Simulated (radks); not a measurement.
Task: All-electron atom: Xe26+ in [Ar] 3d10. Calculated with a radial shooting solver on a logarithmic mesh with Libxc functionals: Dirac Kohn-Sham, PBE, spin-unpolarised, spherical densities, point nucleus. Some entries of the table are withheld. Estimate them.

| orbital | occ. | eigenvalue (Ry) | <r> (bohr) |
|---|---|---|---|
| 1s1/2 | 2 | -2588.850 | (1) |
| 2s1/2 | 2 | -455.2718 | 0.1139 |
| 2p1/2 | 2 | (2) | 0.09597 |
| 2p3/2 | 4 | (3) | 0.1017 |
| 3s1/2 | 2 | -139.1093 | 0.3008 |
| 3p1/2 | 2 | -129.4226 | 0.2900 |
| 3p3/2 | 4 | -124.6743 | 0.3008 |
| 3d3/2 | 4 | -107.8667 | 0.2698 |
| 3d5/2 | 6 | -106.8395 | 0.2732 |

Result: 
(1) 1s1/2 <r> (bohr): 0.02665
(2) 2p1/2 eigenvalue (Ry): -431.8702
(3) 2p3/2 eigenvalue (Ry): -407.8891
